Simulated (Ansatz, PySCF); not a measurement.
C2H6BF2N, SMILES FB(NCC)F. Atoms are numbered in the order given.

```xyz
12

C     -2.4844    -0.2879    -0.1571
C     -1.1292    -0.8269    -0.5844
N     -0.1051     0.1910    -0.6506
B      0.9907     0.3075     0.2033
F      1.2109    -0.5781     1.1726
F      1.8576     1.3090     0.0742
H     -2.4254     0.1698     0.8421
H     -2.8481     0.4805    -0.8583
H     -3.2355    -1.0919    -0.1253
H     -0.7888    -1.5937     0.1271
H     -1.2202    -1.3326    -1.5623
H     -0.2380     0.9048    -1.3570
```

Geometry optimised at PBE0-D3(BJ)/def2-SVP. This is a generated structure with no PubChem entry under its InChIKey; it may be hypothetical. Other conformers were not sampled.

Two levels are set side by side: PBE-D3(BJ)/def2-SVP (Ansatz, a quantum-chemistry and plane-wave program) and PBE0-D3(BJ)/def2-SVP (Ansatz). Each level has its own optimised geometry; the coordinates shown are those of the second. Frequencies come from the Hessian of PySCF at each geometry. Differences are taken from unrounded values.

```json
[
 {"quantity": "mean bond length (Å)", "PBE0-D3(BJ)": "1.231", "PBE-D3(BJ)": "1.241", "PBE-D3(BJ) minus PBE0-D3(BJ)": "0.010"},
 {"quantity": "bond C1–C2 (Å)", "PBE0-D3(BJ)": "1.520", "PBE-D3(BJ)": "1.529", "PBE-D3(BJ) minus PBE0-D3(BJ)": "0.010"},
 {"quantity": "bond C2–N3 (Å)", "PBE0-D3(BJ)": "1.446", "PBE-D3(BJ)": "1.455", "PBE-D3(BJ) minus PBE0-D3(BJ)": "0.009"},
 {"quantity": "bond N3–B4 (Å)", "PBE0-D3(BJ)": "1.394", "PBE-D3(BJ)": "1.404", "PBE-D3(BJ) minus PBE0-D3(BJ)": "0.010"},
 {"quantity": "bond B4–F5 (Å)", "PBE0-D3(BJ)": "1.331", "PBE-D3(BJ)": "1.344", "PBE-D3(BJ) minus PBE0-D3(BJ)": "0.013"},
 {"quantity": "bond B4–F6 (Å)", "PBE0-D3(BJ)": "1.331", "PBE-D3(BJ)": "1.343", "PBE-D3(BJ) minus PBE0-D3(BJ)": "0.012"},
 {"quantity": "bond C1–H7 (Å)", "PBE0-D3(BJ)": "1.101", "PBE-D3(BJ)": "1.109", "PBE-D3(BJ) minus PBE0-D3(BJ)": "0.008"},
 {"quantity": "bond C1–H8 (Å)", "PBE0-D3(BJ)": "1.102", "PBE-D3(BJ)": "1.110", "PBE-D3(BJ) minus PBE0-D3(BJ)": "0.008"},
 {"quantity": "bond C1–H9 (Å)", "PBE0-D3(BJ)": "1.101", "PBE-D3(BJ)": "1.109", "PBE-D3(BJ) minus PBE0-D3(BJ)": "0.008"},
 {"quantity": "bond C2–H10 (Å)", "PBE0-D3(BJ)": "1.100", "PBE-D3(BJ)": "1.108", "PBE-D3(BJ) minus PBE0-D3(BJ)": "0.008"},
 {"quantity": "bond C2–H11 (Å)", "PBE0-D3(BJ)": "1.105", "PBE-D3(BJ)": "1.114", "PBE-D3(BJ) minus PBE0-D3(BJ)": "0.009"},
 {"quantity": "bond N3–H12 (Å)", "PBE0-D3(BJ)": "1.013", "PBE-D3(BJ)": "1.022", "PBE-D3(BJ) minus PBE0-D3(BJ)": "0.009"},
 {"quantity": "highest harmonic wavenumber (cm⁻¹)", "PBE0-D3(BJ)": "3656", "PBE-D3(BJ)": "3534", "PBE-D3(BJ) minus PBE0-D3(BJ)": "-122"},
 {"quantity": "mean harmonic wavenumber (cm⁻¹)", "PBE0-D3(BJ)": "1379", "PBE-D3(BJ)": "1333", "PBE-D3(BJ) minus PBE0-D3(BJ)": "-45"},
 {"quantity": "zero-point energy (kcal/mol)", "PBE0-D3(BJ)": "59.13", "PBE-D3(BJ)": "57.18", "PBE-D3(BJ) minus PBE0-D3(BJ)": "-1.94"}
]
```

GGA bonds tend to be longer and softer than those of functionals with exact exchange. Differences between two approximate levels are no errors against the true value.
